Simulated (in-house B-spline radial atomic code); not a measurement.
Configurations of Rh VII (Rh6+), with energies counted from [Kr] 4d3. Method: Dirac-Hartree-Fock, average of configuration, Fermi nucleus of rms radius 4.4945 fm. Calculated with a B-spline radial code for spherical atoms. Energies include first-order Breit, QED and recoil terms.

Occupations are held fixed; configurations that lie above the ionisation limit could autoionise.

| configuration | E - E(ref) (eV) | highest orbital | its <r> (bohr) |
| --- | --- | --- | --- |
| [Kr] 4d2 5f1 | 65.132 | 5f7/2 | 3.723 |
| [Kr] 4d2 5g1 | 68.885 | 5g7/2 | 3.879 |
| [Kr] 4d2 7s1 | 70.184 | 7s1/2 | 5.643 |
| [Kr] 4d2 6g1 | 77.042 | 6g7/2 | 6.206 |
| [Ar] 3d10 4s2 4p5 4d3 5s1 | 77.595 | 5s1/2 | 2.069 |
| [Kr] 4d2 8p1 | 79.269 | 8p3/2 | 8.629 |
| [Kr] 4d2 8f1 | 84.281 | 8f7/2 | 11.63 |

Q: Order these further configurations by energy, lowest first.
A. [Kr] 4d2 7f1
B. [Kr] 4d2 6p1
C. [Ar] 3d10 4s2 4p5 4d3 5f1
D. [Kr] 4d2 4f1
E. [Ar] 3d10 4s2 4p5 4d3 4f1

A: D (47.335 eV), B (60.438 eV), A (80.61 eV), E (99.884 eV), C (118.1 eV).

Q: How far above the reference does [Ar] 3d10 4s2 4p5 4d3 7s1 lie?

A: 123.33 eV; its least bound orbital is 7s1/2 with <r> = 5.633 bohr.

Q: How far above the reference does [Kr] 4d2 8s1 lie?

A: 77.883 eV; its least bound orbital is 8s1/2 with <r> = 8.059 bohr.
